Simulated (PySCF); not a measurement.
CH3OS, SMILES C[S]=O (connectivity only; charge and spin as stated), charge -1, multiplicity 1.

Coordinates come from a B3LYP-D3(BJ)/def2-SVPD optimisation. The multiplicity is an assumed one; other spin states were not compared. The isomer is the one that the SMILES or the coordinates give; other isomers of the formula were not compared.

Level of theory: B3LYP/def2-TZVPD run with PySCF.

 A positive occupied level means that this level leaves the electron formally unbound; only the finite basis holds it.

```yaml
total_energy: -513.40820 hartree
point_group: Cs
highest_occupied_level: 1.07 eV
lowest_empty_level: 3.83 eV
orbital_gap: 2.76 eV
dipole_moment_about_the_centre_of_nuclear_charge: 3.67 D
mean_static_polarisability: 66.2 bohr³ (9.81 Å³)
polarisability_principal_values: 60.6, 65.6, 72.4 bohr³
```
